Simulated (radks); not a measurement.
Task: The mean radii <r> (bohr) of the occupied orbitals of an atom or ion are listed with their occupations. All-electron calculation, Dirac Kohn-Sham, LDA (Slater exchange, Perdew-Wang correlation), spin-unpolarised, spherical densities, finite nucleus; Fermi nuclear charge, rms radius of each element as measured or else 0.836 A^(1/3) + 0.57 fm. Program: a radial shooting solver on a logarithmic mesh with Libxc functionals.

| orbital | occ. | <r> |
|---|---|---|
| 1s1/2 | 2 | 0.02192 |
| 2s1/2 | 2 | 0.09282 |
| 2p1/2 | 2 | 0.07749 |
| 2p3/2 | 4 | 0.08432 |
| 3s1/2 | 2 | 0.2443 |
| 3p1/2 | 2 | 0.2338 |
| 3p3/2 | 4 | 0.2469 |
| 3d3/2 | 4 | 0.2188 |
| 3d5/2 | 6 | 0.2229 |
| 4s1/2 | 2 | 0.5531 |
| 4p1/2 | 2 | 0.5648 |
| 4p3/2 | 4 | 0.5947 |
| 4d3/2 | 4 | 0.6302 |
| 4d5/2 | 6 | 0.6408 |
| 5s1/2 | 2 | 1.332 |
| 5p1/2 | 2 | 1.495 |
| 5p3/2 | 4 | 1.594 |
| 4f5/2 | 3 | 0.8588 |
| 4f7/2 | 4 | 0.8718 |
| 6s1/2 | 2 | 3.951 |
| 5d3/2 | 0.4 | 2.768 |
| 5d5/2 | 0.6 | 2.870 |

Name the element and its charge. Open shells, if any, are shared by 2j + 1.

Result: Z = 64, gadolinium, charge 0: Gd in [Xe] 4f7 5d1 6s2. The 1s radius gives Z: for a bare nucleus <r> = (2 gamma + 1)/(2Z) with gamma = sqrt(1 - (Z/c)^2), 0.02163 bohr for Z = 64, and screening makes it slightly larger (0.02192 here). The occupations add up to 64, and the charge is Z minus that.
